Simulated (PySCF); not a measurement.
Al(OMe)(NH2)2, SMILES [Al]([NH2])([O]C)[NH2] (CH7AlN2O) (B3LYP/def2-SVP optimised geometry):

```
12

Al     0.078    -0.483     0.000
O     -0.758     0.972     0.000
C     -1.435     2.171    -0.011
H     -2.446     2.070    -0.453
H     -1.568     2.577     1.012
H     -0.899     2.943    -0.598
N      1.853    -0.483     0.000
H      2.425     0.355     0.004
H      2.446    -1.305    -0.001
N     -0.818    -2.014     0.000
H     -0.409    -2.943    -0.002
H     -1.830    -2.083     0.002
```

Level of theory: PySCF with B3LYP/def2-TZVP.

**Question.** What are the frontier orbital energies and the dipole moment?

**Answer.** HOMO-2 -7.46 eV, HOMO-1 -6.95 eV, HOMO -6.52 eV, LUMO -0.11 eV, LUMO+1 1.27 eV; dipole moment 0.40 D.

Meta-Löwdin charges at B3LYP/def2-TZVP: Al1 1.05, O2 -0.64, C3 -0.08, H4 0.09, H5 0.10, H6 0.09, N7 -0.77, H8 0.23, H9 0.23, N10 -0.77, H11 0.23, H12 0.23.
